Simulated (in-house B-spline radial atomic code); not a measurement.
## Ionising neutral oxygen with different functionals

Computed with a B-spline radial code for spherical atoms: non-relativistic Hamiltonian, point nucleus, spin-polarised at highest spin, spherical fractional occupations for the functionals, the average over the highest-spin determinants for Hartree-Fock. The ionisation energy is the difference of two self-consistent energies, [He] 2s2 2p4 → [He] 2s2 2p3, without Breit or QED terms; ε is the level of the shell that loses the electron (its least bound occupied spin orbital).

Hybrids are left out here: with spherical fractional occupations of an open shell their exact exchange keeps a self-interaction that integer-occupation calculations don't have.

```
           method          rung  ΔSCF (eV)  -ε(2p) (eV)
     Hartree-Fock  Hartree-Fock      11.88        13.86
         LDA VWN5           LDA      13.90         7.41
         LDA PW92           LDA      13.90         7.41
LDA exchange-only           LDA          ?            ?
              PBE           GGA      13.68         7.19
           PBEsol           GGA      13.54         7.11
             BLYP           GGA      13.82         7.24
             RPBE           GGA          ?            ?
             PW91           GGA      13.75         7.26
             BP86           GGA      13.82         7.33
             AM05           GGA      13.50         7.07
             OLYP           GGA      13.38         6.90
             TPSS      meta-GGA      13.34         7.01
             SCAN      meta-GGA      12.91         6.78
           r2SCAN      meta-GGA      12.89         6.79
            M06-L      meta-GGA      12.87         6.68
          revTPSS      meta-GGA      13.22         6.95
```

Q: What does RPBE give?

A: ΔSCF 13.58 eV, and -ε(2p) = 7.11 eV.

Q: What does LDA exchange-only give?

A: ΔSCF 11.87 eV, and -ε(2p) = 5.71 eV.

Q: How do they compare with the NIST value?

A: NIST lists 13.618 eV (measured, ground level to ground level). Errors run from -1.75 to +0.28 eV; RPBE is closest (-0.04 eV), but part of that can be cancellation, since the calculations leave out relativity, Breit-QED terms, multiplet and fine-structure energies. Hartree-Fock also lacks correlation.
